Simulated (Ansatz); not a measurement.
Calculated with Ansatz (gas phase, PBE0-D4/def2-TZVP geometries, no zero-point term in ΔE). CCSD(T)/CBS is the MP2 limit (def2-TZVPP, def2-QZVPP) plus CCSD(T) − MP2 in def2-TZVPP, frozen cores. Functionals use def2-TZVPP. B3LYP here is the variant with VWN-RPA as its local correlation; programs differ in this. Each species was taken in one conformer, which may not be the lowest.

Reaction (isomerisation): `C[Si](N)(O)S` → `NC(O)[SiH2]S`

Question: Is it downhill or uphill in electronic energy at CCSD(T)/CBS, and by how much? (Best estimate.)

Answer: Ansatz gave: Uphill: ΔE = +79.0 kcal/mol.

Question: What do these levels give: PBE-D4, B3LYP-D4, CAM-B3LYP-D4, B2PLYP, PBE, BLYP, r2SCAN, BHLYP, HF/def2-TZVPP, MP2/def2-TZVPP, MP2/CBS(def2), CCSD/CBS(def2)? (An estimate is asked.)

Answer: Computed: PBE-D4 72.0, B3LYP-D4 76.5, CAM-B3LYP-D4 77.5, B2PLYP 78.2, PBE 71.9, BLYP 73.8, r2SCAN 78.1, BHLYP 79.1, HF/def2-TZVPP 80.3, MP2/def2-TZVPP 80.6, MP2/CBS(def2) 82.2, CCSD/CBS(def2) 79.8 kcal/mol.

Question: What do rigid-rotor, harmonic-oscillator terms from PBE0-D4/def2-TZVP frequencies (298.15 K, 1 bar) make of the CCSD(T)/CBS value? (Estimate.)

Answer: Computed: ΔZPE = -0.6 kcal/mol, ΔH = +77.7 kcal/mol, ΔS = -16 J/(mol·K), ΔG = +78.8 kcal/mol.

Largest T1 diagnostic among the species: 0.012.

At CCSD(T), def2-SVP lies −13.6 kcal/mol from the extrapolated value and def2-TZVPP −1.6 kcal/mol. Leaving LDA and LC-ωPBE aside and taking each functional with its dispersion term where it has one, the values, not all of them listed here, spread over 7.8 kcal/mol, from revPBE-D4 to BHLYP-D4. From PBE to PBE0 (25 % exact exchange), in def2-TZVPP and without D4, ΔE moves by +3.0 kcal/mol.
